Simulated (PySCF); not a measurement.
C2H11NSi2.
SMILES with atom numbers: `[CH3:1][CH2:2][Si@@H:3]([NH2:4])[SiH3:5]` (hydrogens: H6, H7, H8 on C1; H9, H10 on C2; H11 on Si3; H12, H13 on N4; H14, H15, H16 on Si5)

Torsions of this conformer, `[CH3:1][CH2:2][Si@@H:3]([NH2:4])[SiH3:5]`: C1–C2–Si3–N4 60°, H–N4–Si3–C2 -59°, H–N4–Si3–C2 165°.

The closed-shell ground state was solved at several levels (PySCF, density fitting, gas phase, non-relativistic). Isolated species at its PBE0-D3(BJ)/def2-SVP geometry (one conformer only).

```csv
level,basis functions,HOMO (eV),LUMO (eV),gap (eV),dipole (D)
PBE0/pcSseg-1,154,-7.25,0.28,7.53,1.43
KT2/pcSseg-2,348,-6.05,-0.96,5.09,1.29
```

Question: Estimate the row for CAM-B3LYP/def2-SVPD, a basis of 196 functions; the other rows only guide the guess.

Answer: HOMO -8.68 eV, LUMO 0.91 eV, gap 9.59 eV, dipole 1.28 D.

Question: Over all these levels, which gives the widest orbital gap and which the narrowest?

Answer: CAM-B3LYP/def2-SVPD (range-separated hybrid) has the widest, 9.59 eV, and KT2/pcSseg-2 (GGA) the narrowest, 5.09 eV. Functional and basis both differ between the two, so the spread mixes both effects.

Question: How far do the dipole and the HOMO energy spread over the levels?

Answer: The dipole runs from 1.28 to 1.43 D (mean 1.33 D) and the HOMO from -8.68 to -6.05 eV.
